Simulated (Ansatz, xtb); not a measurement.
## Relative energy of two isomers of C5H7NS

Structure I is `NC1=C(S)CC=C1`, a singlet and structure II is `NC1=CCC(S)=C1`, a singlet. Both are isolated molecules in the gas phase, relaxed with PBE-D3(BJ)/def2-SVP; the shapes shown needn't be the lowest conformers.

I (Å):

```yaml
atoms:
  - { symbol: C, position_ang: [-0.6428, -0.6980, -0.6739] }
  - { symbol: C, position_ang: [-0.2658, -1.2455, 0.5398] }
  - { symbol: C, position_ang: [0.1821, -2.6666, 0.3190] }
  - { symbol: C, position_ang: [0.0582, -2.8463, -1.1683] }
  - { symbol: C, position_ang: [-0.4283, -1.7045, -1.7257] }
  - { symbol: N, position_ang: [-1.1893, 0.5427, -0.8965] }
  - { symbol: S, position_ang: [-0.4368, -0.4252, 2.0891] }
  - { symbol: H, position_ang: [-1.1078, 1.1866, -0.1037] }
  - { symbol: H, position_ang: [-1.0341, 0.9658, -1.8112] }
  - { symbol: H, position_ang: [0.8787, -0.1066, 2.3236] }
  - { symbol: H, position_ang: [1.2226, -2.8554, 0.6735] }
  - { symbol: H, position_ang: [-0.4534, -3.4001, 0.8683] }
  - { symbol: H, position_ang: [0.3239, -3.7683, -1.7030] }
  - { symbol: H, position_ang: [-0.6402, -1.5361, -2.7920] }
```

II (Å):

```xyz
14

C    -1.2018   -1.0316    0.0377
C    -0.3555   -1.3739    1.0628
C     0.9869   -1.7349    0.4865
C     0.7899   -1.5729   -1.0045
C    -0.4883   -1.1568   -1.2454
N    -2.5063   -0.5583    0.0983
S     2.1137   -1.9025   -2.1135
H    -3.0946   -0.8017   -0.7009
H    -2.9862   -0.7262    0.9843
H    -0.5898   -1.3818    2.1345
H     1.3051   -2.7735    0.7358
H     1.8104   -1.0727    0.8421
H     1.4425   -1.5812   -3.2544
H    -0.9293   -0.9342   -2.2280
```

Estimate which is lower in electronic energy at CCSD(T)/def2-SVP + ΔMP2/def2-TZVPP, and by roughly how much.

The CCSD(T)/def2-SVP + ΔMP2/def2-TZVPP calculation puts structure I lower, by 0.094 eV.

How the difference moves with the method:

| level | geometry | E(II) − E(I) (eV) | departure from the last row (eV) | job, with rough time for the two |
| --- | --- | --- | --- | --- |
| PBE-D3(BJ)/def2-SVP | PBE-D3(BJ)/def2-SVP | +0.110 | +0.015 | optimisation, 51 s |
| HF/def2-SVP | PBE-D3(BJ)/def2-SVP | +0.121 | +0.027 | part of the CCSD(T) run |
| MP2/def2-SVP | PBE-D3(BJ)/def2-SVP | +0.095 | +0.001 | part of the CCSD(T) run |
| CCSD(T)/def2-SVP | PBE-D3(BJ)/def2-SVP | +0.096 | +0.001 | single point |
| CCSD(T)/def2-SVP + ΔMP2/def2-TZVPP | PBE-D3(BJ)/def2-SVP | +0.094 |  | single point, 2.7 min |

As drawn, both hold the same kinds of bond in the same numbers.

None of the levels shown reverses the order. The largest departure from CCSD(T)/def2-SVP + ΔMP2/def2-TZVPP is that of HF/def2-SVP, 0.027 eV. No reliable frequencies are at hand for I, so it isn't confirmed as a minimum. Levels run at GFN2-xTB geometries aren't shown. The last row adds to CCSD(T) the change of the MP2 difference between the two basis sets, here −0.001 eV.

The correlated steps freeze 11 core orbitals. Run with Ansatz 0.2.0, xtb 6.7.1; the last row on 2 threads of Arm Neoverse V1 on a shared host.
